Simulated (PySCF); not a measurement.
B(Me)(Vi)(OH), SMILES C=CB(C)O (C3H7BO) (CAM-B3LYP/def2-SVP optimised geometry):

```
12

B      0.347     0.180     0.000
C      1.925     0.180     0.000
H      2.300    -0.362    -0.884
H      2.302    -0.376     0.875
H      2.387     1.180     0.007
C     -0.470    -1.157     0.000
C     -1.806    -1.190     0.017
H      0.066    -2.114    -0.011
H     -2.374    -2.126     0.019
H     -2.387    -0.262     0.029
O     -0.373     1.333     0.000
H      0.175     2.126     0.003
```

Calculation: CAM-B3LYP/def2-TZVP in PySCF 2.14.0.

Q: What are the frontier orbital energies and the dipole moment?

A: HOMO-2 -10.98 eV, HOMO-1 -9.94 eV, HOMO -9.05 eV, LUMO 0.30 eV, LUMO+1 1.46 eV; dipole moment 1.18 D.

On the same geometry PBE/def2-TZVP in PySCF gives HOMO-2 -7.96 eV, HOMO-1 -7.02 eV, HOMO -6.61 eV, LUMO -1.84 eV, LUMO+1 -0.03 eV; dipole moment 1.12 D.

Meta-Löwdin charges at CAM-B3LYP/def2-TZVP: B1 0.34, C2 -0.47, H3 0.13, H4 0.13, H5 0.10, C6 -0.23, C7 -0.19, H8 0.11, H9 0.11, H10 0.12, O11 -0.50, H12 0.35.
